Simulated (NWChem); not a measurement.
# Total energies of Cl2Te

```xyz
3

Te     0.0000     0.0000    -0.5985
Cl     1.8101     0.0000     0.9154
Cl    -1.8101     0.0000     0.9154
```
Charge 0, spin multiplicity 1.

The numbers come from NWChem runs, not from measurements. The geometry was optimised at PBE0/def2-SVP with def2 effective core potentials on Te, a minimum by its harmonic frequencies.

Basis set: def2-TZVP (124 functions).

```json
[
 {"method": "RHF", "total energy (Ha)": "-1186.05501", "relative cost": "1"},
 {"method": "MP2", "total energy (Ha)": "-1186.87959", "relative cost": "under 3"},
 {"method": "B2PLYP", "total energy (Ha)": "-1188.04826", "relative cost": "3"},
 {"method": "PBE", "total energy (Ha)": "-1188.11199", "relative cost": "under 3"},
 {"method": "B3LYP", "total energy (Ha)": "-1188.60553", "relative cost": "under 3"},
 {"method": "BP86", "total energy (Ha)": "-1188.71213", "relative cost": "under 3"}
]
```

Total energies of different functionals aren't comparable as a measure of quality: only differences taken within one method are. Costs are rough ratios of processor time within this set of runs, SCF included, with RHF as 1.

Effective core potentials replace the inner electrons of Te; spin-orbit coupling is left out. The correlated methods keep 14 core orbitals frozen. B3LYP has NWChem's definition, with VWN1-RPA local correlation. The structure started from a generated list of species.
